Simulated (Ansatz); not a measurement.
Geometry optimisation, RKS PBE/cc-pVDZ in Ansatz.

Input file:

```yaml
crystal:
  periodic: [false, false, false]
  atoms:
    - { symbol: B, position_ang: [0.089647, 0.574945, -0.056668] }
    - { symbol: H, position_ang: [-0.402406, -0.916843, 1.755886] }
    - { symbol: O, position_ang: [1.3796, 0.111946, -0.124952] }
    - { symbol: H, position_ang: [1.448214, -0.624489, -0.760939] }
    - { symbol: F, position_ang: [-0.882775, 0.063338, -0.850508] }
    - { symbol: O, position_ang: [-0.269865, 1.629769, 0.768185] }
    - { symbol: C, position_ang: [0.743151, 2.228818, 1.580367] }
    - { symbol: H, position_ang: [1.315995, 1.467253, 2.153101] }
    - { symbol: H, position_ang: [1.459423, 2.813354, 0.963102] }
    - { symbol: H, position_ang: [0.238646, 2.914469, 2.289503] }
    - { symbol: H, position_ang: [-0.681229, -0.258859, 1.858423] }
basis:
  gaussian: { orbitals: cc-pVDZ }
hamiltonian:
  xc: pbe
relax:
  f_tol: 0.03
  max_steps: 50
output:
  orbitals: {}
```

Command:

```bash
$ ansatz run input.yaml --threads 2 --pin off --max-ram 3072MiB --backend cpu --events-out ev --progress --plain --runs-dir out
```

Question: Where does it end, and by what steps?

Answer: It converged. The force dipped under the threshold on the way, but the program's further checks kept it going. After 35 steps the energy has fallen by 0.192 eV; H2 moved furthest, 1.79 Å.

```tsv
step	energy less start (eV)	largest force component (eV/Å)	accepted
0	0.0000	1.863	yes
2	-0.1488	0.331	yes
4	-0.1620	0.094	yes
6	-0.1662	0.127	yes
8	-0.1690	0.177	yes
10	-0.1715	0.274	yes
12	-0.1752	0.059	yes
14	-0.1765	0.375	no
16	-0.1804	0.084	yes
18	-0.1808	0.217	yes
20	-0.1823	0.106	no
22	-0.1838	0.024	yes
24	-0.1858	0.086	yes
26	-0.1856	0.282	no
28	-0.1883	0.060	yes
30	-0.1892	0.097	yes
32	-0.1902	0.137	yes
34	-0.1914	0.018	yes
35	-0.1919	0.021	yes
```

```xyz
11
Properties=species:S:1:pos:R:3
B 0.366 0.568 -0.373
H -1.348 -0.743 3.260
O 1.558 0.930 -0.952
H 1.653 0.505 -1.825
F -0.485 -0.272 -1.016
O -0.026 1.022 0.851
C 0.807 1.916 1.596
H 1.155 1.404 2.517
H 1.686 2.250 1.008
H 0.202 2.798 1.891
H -1.130 -0.376 2.619
```

Run time: 80 s on 2 threads of Arm Neoverse V1 (shared host), peak memory 0.15 GiB.
